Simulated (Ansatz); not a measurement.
`C[SiH](F)P` + `[CH3][AlH][SH]` → `[CH3][AlH][S]C` + `F[SiH2]P`  (substitution at a C–Si bond)

Gas-phase electronic energies from Ansatz, PBE0-D4/def2-TZVP geometries. CCSD(T)/CBS adds triple-zeta CCSD(T) − MP2 to the extrapolated MP2 energy (def2 sets, frozen cores). This one scheme is used for every species. Functionals use def2-TZVPP. One conformer a species, not always the lowest.

Question: Is it downhill or uphill in electronic energy at CCSD(T)/CBS, and by how much? (An estimate is asked.)

Answer: The calculation gave: Uphill: ΔE = +17.8 kcal/mol.

Question: What do these levels give: BHLYP-D4, PBE-QIDH, PBE, BLYP, r2SCAN0, CCSD(T)/def2-SVP? (Best estimate.)

Answer: Ansatz gave: BHLYP-D4 17.8, PBE-QIDH 18.2, PBE 17.3, BLYP 16.9, r2SCAN0 18.7, CCSD(T)/def2-SVP 17.6 kcal/mol.

Question: What do rigid-rotor, harmonic-oscillator terms from PBE0-D4/def2-TZVP frequencies (298.15 K, 1 bar) make of the CCSD(T)/CBS value? (Estimate.)

Answer: Ansatz gave: ΔZPE = +0.7 kcal/mol, ΔH = +18.4 kcal/mol, ΔS = 5 J/(mol·K), ΔG = +18.0 kcal/mol. Modes under 50 cm⁻¹ make the entropy rough.

Largest T1 diagnostic among the species: 0.013.

Leaving LDA and LC-ωPBE aside and taking each functional with its dispersion term where it has one, the values, not all of them listed here, spread over 2.2 kcal/mol, from revPBE-D4 to B97M-V. LDA lies +0.9 kcal/mol from PBE without D4. From BLYP to BHLYP (50 % exact exchange), in def2-TZVPP and without D4, ΔE moves by +1.0 kcal/mol.
